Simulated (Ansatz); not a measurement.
Reactions of FGeHO, SMILES `[OH][Ge][F]`.

Isolated molecules relaxed with PBE0-D4/def2-TZVP in Ansatz; ΔE leaves out vibrations. CBS: MP2 limit from def2 TZ/QZ plus the TZ coupled-cluster correction, frozen cores. This one scheme is used for every species. DFT in def2-TZVPP. For Br, Ge outer-core shells are correlated without core-valence functions, which leaves a few kJ/mol of doubt a bond. Scalar relativity is left out up to krypton. One conformer a species, not always the lowest.

```tsv
reaction	revPBE-D4 (kJ/mol)	RPA@PBE/def2-TZVPP (kJ/mol)	MP2/CBS(def2) (kJ/mol)	r2SCAN-D4 (kJ/mol)	CCSD(T)/CBS(def2) (kJ/mol)
`[OH][Ge][F]` + `O[SiH3]` → `[OH][Ge][O][SiH3]` + H–F	22	16	12	25	15
`[OH][Ge][F]` + HBr → `[F][Ge][Br]` + H₂O	-37	-21	-34	-32	-32
`[OH][Ge][F]` + H₂ → `[OH][GeH]` + H–F	133	119	133	139	125
`[OH][Ge][F]` + HCl → `[OH][Ge][Cl]` + H–F	-10	1	-12	-4	-8
`[OH][Ge][F]` + H–F → `[F][Ge][F]` + H₂O	-24	-21	-20	-25	-22
`[OH][Ge][F]` + `O[SiH3]` → `[F][Ge][O][SiH3]` + H₂O	-9	-12	-15	-8	-15
```

Largest T1 diagnostic: 0.016, for `[OH][GeH]`.
